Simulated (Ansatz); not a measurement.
A calculation with Ansatz (development build ahead of 0.2.0).

```yaml
crystal:
  periodic: [false, false, false]
  atoms:
    - { symbol: Be, position_ang: [0.00862, 0.00288, -0.27588] }
    - { symbol: H, position_ang: [-0.00523, -0.00753, 1.09082] }
basis:
  gaussian: { orbitals: STO-3G }
magnetization:
  spin_polarized: true
  initial_magnetization: 1
hamiltonian:
  xc: hf
correlation:
  method: mp2
  frozen_orbitals: { Be: 0, H: 0 }
```

The input is written out in the form of the current development build from the run's settings.

The run gave:

```yaml
Converged: yes
Reference_energy: -14.93374 hartree
Correlation_energy: -0.01341 hartree
Total_energy: -14.94716 hartree
Spin_squared_of_the_determinant: 0.752
```
